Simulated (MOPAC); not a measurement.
MOPAC input (MNDO):

```
MNDO 1SCF UHF MS=0.5 GEO-OK AUX(PRECISION=9) THREADS=1
H2BS3

S    -0.31331600 1    1.22137300 1   -1.30459600 1
B    -0.00764300 1    0.02979500 1   -0.03182600 1
S     1.67547400 1   -0.40434700 1    0.50007400 1
S    -1.35734900 1   -0.83577100 1    0.82454400 1
H     2.34287700 1    0.41150300 1   -0.33333900 1
H    -2.38159800 1   -0.26056200 1    0.17211300 1
```

From the output:

```
                                                       MOPAC v23.2.5 Linux

          FINAL HEAT OF FORMATION =         -5.13485 KCAL/MOL =     -21.48420 KJ/MOL

          COSMO AREA              =        129.17 SQUARE ANGSTROMS
          COSMO VOLUME            =        120.85 CUBIC ANGSTROMS

          IONIZATION POTENTIAL    =          9.858103 EV
          ALPHA SOMO LUMO (EV)    =        -10.008 -0.337
          BETA  SOMO LUMO (EV)    =         -9.858 -2.068
          NO. OF ALPHA ELECTRONS  =         12
          NO. OF BETA  ELECTRONS  =         11
          MOLECULAR WEIGHT        =        109.0058         POINT GROUP:  C2v

          MOLECULAR DIMENSIONS (Angstroms)

            Atom       Atom       Distance
            H     6    H     5     4.79873
            S     4    S     1     2.73546
            S     3    S     4     0.00000

          SCF CALCULATIONS        =          1

   ATOM   CHEMICAL          X               Y               Z
  NUMBER   SYMBOL      (ANGSTROMS)     (ANGSTROMS)     (ANGSTROMS)

     1       S         -0.31331600  *   1.22137300  *  -1.30459600  *
     2       B         -0.00764300  *   0.02979500  *  -0.03182600  *
     3       S          1.67547400  *  -0.40434700  *   0.50007400  *
     4       S         -1.35734900  *  -0.83577100  *   0.82454400  *
     5       H          2.34287700  *   0.41150300  *  -0.33333900  *
     6       H         -2.38159800  *  -0.26056200  *   0.17211300  *

                             CARTESIAN COORDINATES

   1    S       -0.313316000     1.221373000    -1.304596000
   2    B       -0.007643000     0.029795000    -0.031826000
   3    S        1.675474000    -0.404347000     0.500074000
   4    S       -1.357349000    -0.835771000     0.824544000
   5    H        2.342877000     0.411503000    -0.333339000
   6    H       -2.381598000    -0.260562000     0.172113000

           Empirical Formula: H2 S3 B  =     6 atoms

      MOLECULAR POINT GROUP   :   C2v

          ALPHA EIGENVALUES
 -26.36243 -23.18289 -22.58532 -17.78343 -15.07070 -13.99490 -13.43662 -12.25427
 -11.86960 -11.14726 -10.27877 -10.00842  -0.33687   0.20472   1.16319   1.60652
   2.90780   3.35487

           BETA EIGENVALUES
 -26.08027 -23.10903 -21.36447 -17.55672 -14.52258 -13.91758 -12.94207 -12.09790
 -11.65328 -10.00554  -9.85810  -2.06795  -0.13797   0.18669   1.22378   1.61075
   3.03161   3.55381

              NET ATOMIC CHARGES AND DIPOLE CONTRIBUTIONS

  ATOM NO.   TYPE          CHARGE      No. of ELECS.   s-Pop       p-Pop
    1          S           0.163486        5.8365     1.90423     3.93229
    2          B          -0.482952        3.4830     1.33809     2.14486
    3          S           0.192379        5.8076     1.83508     3.97254
    4          S           0.192379        5.8076     1.83508     3.97254
    5          H          -0.032646        1.0326     1.03265
    6          H          -0.032646        1.0326     1.03265
 DIPOLE           X         Y         Z       TOTAL
 POINT-CHG.     0.072    -0.280     0.299     0.415
 HYBRID        -0.338     1.316    -1.406     1.955
 SUM           -0.266     1.037    -1.107     1.540

          ATOMIC ORBITAL ELECTRON POPULATIONS

     Atom    s        px        py        pz
    1  S   1.90423   1.02197   1.47532   1.43500
    2  B   1.33809   0.84908   0.63777   0.65801
    3  S   1.83508   1.00290   1.50316   1.46648
    4  S   1.83508   0.96987   1.52148   1.48120
    5  H   1.03265
    6  H   1.03265

                    (SZ)    =    0.500000
                    (S**2)  =    0.754076

          ATOMIC ORBITAL SPIN POPULATIONS

    Atom   Total    s     px     py     pz
         Atomic
    1  S  1.0144  0.013  0.927  0.041  0.033
    2  B -0.0746 -0.012 -0.019 -0.022 -0.022
    3  S  0.0328 -0.001  0.023  0.004  0.006
    4  S  0.0328 -0.001  0.012  0.011  0.011
    5  H -0.0027 -0.003
    6  H -0.0027 -0.003

 **********************
 *                    *
 * JOB ENDED NORMALLY *
 *                    *
 **********************

 == MOPAC DONE ==
```

The geometry given is a B3LYP-D3(BJ)/def2-TZVP minimum.
